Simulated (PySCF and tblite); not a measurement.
Values are calculated unless marked as measured or tabulated.
C₅H₃FO₂S, numbered as in [CH2:1]=[CH:2][c:3]1[s:4][c:5](=[O:6])[o:7][c:8]1[F:9].

Geometries GFN2-xTB; weights from B3LYP-D3(BJ)/pcSseg-1 (IEF-PCM, cyclohexane) energies and GFN2-xTB thermal corrections, with symmetry numbers and mirror pairs. Conformers within 3 kcal/mol (GFN2-xTB free energy) were kept, 10 at most. (PySCF 2.14, tblite 0.8.)

Rotational constants are equilibrium values for the commonest isotopes; dipoles come from the energy level named and are polarised by its solvent model.

Torsions listed: C1–C2–C3–S4.

```tsv
conformer	shape	symmetry
1	0°	Cs
2	178°	Cs
```

(1) Give the rotational constants and dipole components.

(2) Which type of transition is strongest for conformer 1?

Answers

(1) 
```tsv
conformer	A (MHz)	B (MHz)	C (MHz)	abs μa (D)	abs μb (D)	abs μc (D)	κ	Ic−Ia−Ib (u Å²)
1	2186	1272	804	3.95	0.01	0.00	-0.32	0.0
2	2706	1137	801	3.88	1.33	0.01	-0.65	0.0
```

(2) a-type, since that component is clearly the largest; the top is asymmetric (κ = -0.32).


Conformer gaps in pcSseg-1 on xTB geometries can be 2 kcal/mol off for S=O, P=O and other polar bonds.